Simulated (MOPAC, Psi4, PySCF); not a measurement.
Internal rotation in SMILES Cc1ccsc1-c1ccsc1. Scanned: dihedral S5–C6–C7–C8; all other coordinates were relaxed at GFN2-xTB. Points at φ and −φ are mirror images. Heavy atoms are numbered in the order of the SMILES Cc1ccsc1-c1ccsc1, hydrogens after them in the order of the atoms that carry them; the mirror image has the same energies with the sign of each dihedral reversed.

- PM3, restricted, heats of formation // GFN2-xTB (MOPAC)
- RKS-LDA (SVWN5)/6-31G* = restricted LDA (SVWN5)/6-31G*, spherical d, density fitting // GFN2-xTB in PySCF
- RKS-B3LYP/6-31G* = restricted B3LYP/6-31G*, spherical d, density fitting // GFN2-xTB (PySCF)
- PBE-D3(BJ)/def2-SVP // GFN2-xTB (Psi4)

Energies relative to the lowest point of each profile, in kcal/mol; the last columns give the difference from PBE-D3(BJ):

| φ / ° | PM3 | RKS-LDA (SVWN5)/6-31G* | RKS-B3LYP/6-31G* | PBE-D3(BJ)/def2-SVP | PM3 − PBE-D3(BJ)/def2-SVP | RKS-LDA (SVWN5)/6-31G* − PBE-D3(BJ)/def2-SVP | RKS-B3LYP/6-31G* − PBE-D3(BJ)/def2-SVP |
|---|---|---|---|---|---|---|---|
| -160 | 0.8 | 0.7 | 0.8 | 0.6 | 0.2 | 0.1 | 0.2 |
| -140 | 0.1 | 0.7 | 0.2 | 0.4 | -0.2 | 0.3 | -0.2 |
| -120 | 0.2 | 1.9 | 0.6 | 1.2 | -1.1 | 0.7 | -0.6 |
| -100 | 0.2 | 3.3 | 1.4 | 2.3 | -2.1 | 1.0 | -0.9 |
| -80 | 0.2 | 3.3 | 1.4 | 2.3 | -2.1 | 1.0 | -0.9 |
| -60 | 0.1 | 1.9 | 0.7 | 1.2 | -1.1 | 0.7 | -0.5 |
| -40 | 0.0 | 0.5 | 0.0 | 0.2 | -0.2 | 0.3 | -0.2 |
| -20 | 0.4 | 0.0 | 0.2 | 0.0 | 0.4 | 0.0 | 0.2 |
| 0 | 0.8 | 0.2 | 0.7 | 0.2 | 0.6 | 0.0 | 0.5 |
| 20 | 0.4 | 0.0 | 0.2 | 0.0 | 0.4 | 0.0 | 0.2 |
| 40 | 0.0 | 0.5 | 0.0 | 0.2 | -0.2 | 0.3 | -0.2 |
| 60 | 0.1 | 1.9 | 0.7 | 1.2 | -1.1 | 0.7 | -0.5 |
| 80 | 0.2 | 3.3 | 1.4 | 2.3 | -2.1 | 1.0 | -0.9 |
| 100 | 0.2 | 3.3 | 1.4 | 2.3 | -2.1 | 1.0 | -0.9 |
| 120 | 0.2 | 1.9 | 0.6 | 1.2 | -1.1 | 0.7 | -0.6 |
| 140 | 0.1 | 0.7 | 0.2 | 0.4 | -0.2 | 0.3 | -0.2 |
| 160 | 0.8 | 0.7 | 0.8 | 0.6 | 0.2 | 0.1 | 0.2 |
| 180 | 1.4 | 1.1 | 1.6 | 1.0 | 0.4 | 0.1 | 0.6 |

PM3 is furthest from PBE-D3(BJ)/def2-SVP at -100 (-2.1 kcal/mol, below); its mean absolute difference over the points is 0.9 kcal/mol.

RKS-LDA (SVWN5)/6-31G* is furthest from PBE-D3(BJ)/def2-SVP at -100 (1.0 kcal/mol, above); its mean absolute difference over the points is 0.5 kcal/mol.

RKS-B3LYP/6-31G* is furthest from PBE-D3(BJ)/def2-SVP at -100 (-0.9 kcal/mol, below); its mean absolute difference over the points is 0.5 kcal/mol.
